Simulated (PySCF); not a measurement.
PySCF input file for 2-phenylselenophene (C₁₀H₈Se), SMILES c1c[se]c(-c2ccccc2)c1, B3LYP/pcSseg-1. Geometry optimised at PBE0-D3(BJ)/def2-SVP. Other conformers were not sampled.

```python
import numpy as np
from pyscf import gto, scf, dft
from pyscf.prop.nmr import rks as nmr

mol = gto.M(
    atom='''
    C    -3.80556130    0.44561228   -0.40983560
    C    -3.12890963   -0.77308628   -0.38947936
    C    -1.73998830   -0.80302805   -0.31412615
    C    -0.99431266    0.38508357   -0.24827507
    C     0.46762884    0.36881804   -0.17287371
    C     1.34991059    1.32743256   -0.61035435
    C     2.72760309    1.03811390   -0.39411975
    C     2.97099715   -0.15636844    0.22348791
    Se    1.39944980   -1.05668808    0.60707684
    C    -1.69034972    1.60566629   -0.26021591
    C    -3.07827984    1.63402815   -0.34663886
    H    -4.89590133    0.46952025   -0.47174391
    H    -3.68678725   -1.71103259   -0.44207201
    H    -1.21895621   -1.76436804   -0.32694386
    H     1.01128764    2.23339756   -1.11709659
    H     3.52897527    1.71206878   -0.70400049
    H     3.93898369   -0.58177316    0.48603705
    H    -1.13278064    2.54103923   -0.17847827
    H    -3.59854359    2.59491103   -0.35172947
    ''',
    basis='pcSseg-1',
    charge=0,
    spin=0,
    max_memory=1600,
    verbose=3,
)
mf = dft.RKS(mol, xc='b3lyp').density_fit(auxbasis='def2-universal-jkfit')
mf.grids.level = 3
mf.conv_tol = 1e-10
mf.max_cycle = 100
mf.kernel()
n = nmr.NMR(mf)
n.verbose = 2
n.max_cycle_cphf = 60
sigma = n.kernel()
print('atom   isotropic/ppm   span/ppm')
for i, s in enumerate(sigma):
    w = np.linalg.eigvalsh((s + s.T) / 2)
    print(f'{mol.atom_symbol(i):2s}{i + 1:3d} {w.mean():14.3f} {w[2] - w[0]:11.3f}')
```

It prints:

```
converged SCF energy = -2787.16408791626
atom   isotropic/ppm   span/ppm
C   1         46.043     233.917
C   2         44.307     235.750
C   3         45.610     207.755
C   4         36.408     220.013
C   5         13.418     159.374
C   6         50.454     160.588
C   7         44.327     174.448
C   8         36.727     195.244
Se  9       1118.274     538.474
C  10         48.271     213.161
C  11         44.485     235.790
H  12         24.176       5.653
H  13         24.067       6.798
H  14         23.987      13.305
H  15         24.191       8.072
H  16         24.359       6.904
H  17         23.999       7.331
H  18         23.810      10.612
H  19         24.037       6.459
```

The run converged.
